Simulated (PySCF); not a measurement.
CsRb and its ions

PBE0; basis Cs def2-SVP with ECP46, Rb def2-SVP with ECP28; scalar-relativistic core potentials; PySCF 2.14. Neutral (UKS): singlet (closed shell), Re = 4.533 Å, ωe = 48.4 cm⁻¹, De = 0.43 eV, HOMO -2.71 eV, LUMO -1.19 eV.

CsRb⁺ (UKS): doublet (σ ↑), Re = 5.263 Å, ωe = 32.5 cm⁻¹, De = 0.60 eV to Cs⁺ + Rb. The energies at the minima are -44.23713 hartree for CsRb and -44.10006 for CsRb⁺.

**Question.** Work out the adiabatic ionisation energy, without and with harmonic zero-point energies (1 hartree = 27.2114 eV, 1 eV = 8065.5 cm⁻¹), and the change of the bond length.

**Answer.** At PBE0: 0.13707 hartree = 3.730 eV between the minima; the zero-point term (32.5 − 48.4)/2 cm⁻¹ = -0.001 eV makes it 3.729 eV. Re changes by +73.0 pm against the neutral. Minus the HOMO energy is 2.71 eV, -1.02 eV from the value between the minima; self-interaction puts the Kohn–Sham level too high, less so with exact exchange. The electron leaves a σ orbital, and the longer bond of the ion fits a bonding orbital, or a change in how ionic the bond is.

Closed-shell solutions of metal pairs were not tested for spin polarisation, which can lower them a little. Weak bonds: CsRb. Basis-set superposition, not corrected here, can be much of De in a small basis, most of all at correlated wavefunction levels. Spin–orbit coupling is left out. For an ion De counts to the pair picked by the measured ionisation energies or electron affinities, which need not be the lowest pair at this level. States were picked by a PBE0 search and need not be the measured ground states.
